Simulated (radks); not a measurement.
Initial-state core-level shifts of the chlorine ion Cl+ when its valence configuration changes from [Ne] 3s2 3p4. Calculated with a radial shooting solver on a logarithmic mesh with Libxc functionals: scalar-relativistic Kohn-Sham, LDA (Slater exchange, Perdew-Wang correlation), spin-polarised, spherical densities, finite nucleus; open shells are filled with parallel spins first; Fermi nuclear charge, rms radius 3.3654 fm. Shifts are changes of the shell-averaged eigenvalues in eV (positive: less bound); the change of the density at the nucleus, which sets a Mossbauer isomer shift, is in e/bohr^3, on a base of 3578.

| valence | 1s | 2s | 2p | density at nucleus |
|---|---|---|---|---|
| 3s1 3p5 | -1.284 | -1.305 | -1.276 | -13.9191 |
| 3p6 | -2.591 | -2.624 | -2.569 | -28.5649 |
| 3s1.5 3p4.5 | -0.646 | -0.656 | -0.642 | -6.9367 |
| 3s0.5 3p5.5 | -1.979 | -1.999 | -1.958 | -21.2248 |
